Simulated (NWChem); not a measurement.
C2H3F3Si; SMILES FC(F)=C(F)[SiH3]

Computed with NWChem. Medium grid unless said otherwise, to which SCAN and Minnesota functionals are sensitive. Coordinates come from a B3LYP/6-31G* (spherical d) optimisation. B3LYP is NWChem's, with the RPA form of VWN correlation. Total energies of different functionals are on different scales.

```json
[
 {"level": "PBE/def2-TZVP", "energy (Ha)": "-666.6303", "highest occupied level (eV)": "-6.25", "orbital gap (eV)": "4.90", "dipole (D)": "1.03"},
 {"level": "B3LYP/def2-TZVP", "energy (Ha)": "-667.1806", "highest occupied level (eV)": "-7.41", "orbital gap (eV)": "6.71", "dipole (D)": "1.25"},
 {"level": "Hartree-Fock/def2-TZVP", "energy (Ha)": "-664.8467", "highest occupied level (eV)": "-10.68", "orbital gap (eV)": "13.82", "dipole (D)": "1.51"},
 {"level": "PW6B95/def2-TZVP", "energy (Ha)": "-667.8277", "highest occupied level (eV)": "-7.77", "orbital gap (eV)": "7.33", "dipole (D)": "1.30"},
 {"level": "BLYP/def2-TZVP", "energy (Ha)": "-667.1076", "highest occupied level (eV)": "-6.15", "orbital gap (eV)": "4.90", "dipole (D)": "1.08"},
 {"level": "r2SCAN/def2-TZVP", "energy (Ha)": "-666.9641", "highest occupied level (eV)": "-6.51", "orbital gap (eV)": "5.35", "dipole (D)": "1.10"}
]
```
